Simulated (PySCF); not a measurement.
InO(OH), singlet: data card

Method: PySCF, PBE0, basis In def2-TZVP with ECP28, O def2-TZVP, H def2-TZVP (scalar-relativistic core potentials, no spin–orbit coupling, density fitting).

The structure is a minimum.

```json
{
 "Point group": "Cs",
 "Bond lengths": "In–O 1.824 Å, In–O 1.940 Å, O–H 0.962 Å",
 "Bond angles": "H–O–In 113.4°, O–In–O 176.1°",
 "Principal quadrupole moments (Buckingham, traceless) about the centre of mass": "-14.85, 5.43, 9.43 D Å",
 "Rotational constants": "22.61, 0.142, 0.1411 cm⁻¹",
 "Atomisation energy without zero-point energy": "1056 kJ/mol",
 "Lowest empty level": "-2.31 eV",
 "Heat capacity Cp at 298.15 K": "58.3 J/(mol K)",
 "Zero-point energy": "38.7 kJ/mol",
 "Principal polarisabilities": "30.7, 31.9, 56.3 bohr³",
 "Highest occupied level": "-7.41 eV",
 "Dipole moment": "4.22 D",
 "Entropy at 298.15 K and 1 bar": "283.3 J/(mol K)",
 "Enthalpy at 298.15 K above 0 K": "14.01 kJ/mol",
 "Rotational symmetry number": "1"
}
```

Harmonic modes (masses in u: In 114.904, O 15.995, H 1.008):
| symmetry | ω (cm⁻¹) | IR (km/mol) |
| --- | --- | --- |
| a' | 153 | 25.6 |
| a'' | 157 | 8.4 |
| a' | 619 | 40.0 |
| a' | 818 | 118 |
| a' | 840 | 5.9 |
| a' | 3875 | 86.2 |

Charges (e):
| atom | Mulliken | Löwdin | polar tensor | Mayer order to In1 |
| --- | --- | --- | --- | --- |
| In1 | 0.81 | 0.49 | 1.08 | – |
| O2 | -0.54 | -0.38 | -0.64 | 1.93 |
| O3 | -0.59 | -0.28 | -0.68 | 1.05 |
| H4 | 0.32 | 0.17 | 0.25 | 0.02 |
Other Mayer orders above 0.3: O–H 0.89.

Mulliken populations on In1 (electrons outside its core potential): s 3.06, p 6.89, d 10.15, f 0.10.

This need not be the most stable arrangement of these atoms.

The final relaxation and frequency run took roughly 2.7 core-minutes on a shared host.
